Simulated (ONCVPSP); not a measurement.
**How hard is this C (Z = 6) ONCV potential?**

ONCVPSP 4.0.1 input, shortened (lines: element, Z, core and valence counts, functional; n l f; lmax; l rc ep ncon nbas qcut; lloc lpopt rc5 dvloc0; l nproj debl; icmod fcfact rcfact), LDA (Perdew-Wang 92), scalar-relativistic:

```
  C 6.00    1    2  -001012      upf
    1    0    2.00
    2    0    2.00
    2    1    2.00
    2
    0    1.25    0.00    5    9    5.60
    1    3.10    0.00    4    8    4.70
    2    3.15    0.05    3    6    2.70
    4    2    0.85    3.00
    0    1    0.40
    1    1    3.40
    2    2    1.20
    3    2.50    1.30
```

Problem. For each optimised wave give the share of its norm inside rc, the residual kinetic energy above qcut (Ha) and the cutoffs (Ha) for errors of 10, 1, 0.1 and 0.01 mHa per electron.

Solution.

```json
{"wave": "2s", "norm inside rc": "0.364", "residual KE": "2.0e-03", "10 mHa": "10.6", "1 mHa": "19.8", "0.1 mHa": "117.6", "0.01 mHa": "144.2"}
{"wave": "2p", "norm inside rc": "0.898", "residual KE": "3.0e-07", "10 mHa": "5.5", "1 mHa": "7.2", "0.1 mHa": "8.5", "0.01 mHa": "9.6"}
{"wave": "d projector 1", "norm inside rc": "0.003", "residual KE": "7.0e-07", "10 mHa": "0.0", "1 mHa": "0.3", "0.1 mHa": "0.9", "0.01 mHa": "2.2"}
{"wave": "d projector 2", "norm inside rc": "0.238", "residual KE": "9.9e-03", "10 mHa": "3.6", "1 mHa": "8.0", "0.1 mHa": "16.6", "0.01 mHa": "23.9"}
```

The occupied waves need 20 Ha and 118 Ha for 1 and 0.1 mHa. Rows with under 1 % of the norm inside rc give no meaningful cutoff. Note: ghosts flagged at negative energy: d at -120.6 eV; no localised positive-energy state flagged. A true bound ghost makes a file unfit for plane-wave use. Its largest configuration-test error is +2615 meV.
